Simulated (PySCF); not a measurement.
A structure optimised at B3LYP-D3(BJ)/def2-SVP, used in a PySCF frequency run:

```
Sn
F 1 1.9343
F 1 1.9343 2 103.36
C 1 2.1385 2 111.65 3 -120.15
H 4 1.0973 1 108.54 2 -122.42
H 4 1.0978 5 110.95 1 118.14
H 4 1.0978 5 110.95 6 123.72
Cl 1 2.3405 2 106.40 3 111.86
```

**Question.** Write its SMILES, formula and point group.

**Answer.** [CH3][Sn]([F])([F])[Cl], CH₃ClF₂Sn, Cs

**Question.** What are its rotational constants (standard atomic weights)?

**Answer.** 2.6454, 1.6857, 1.6170 GHz
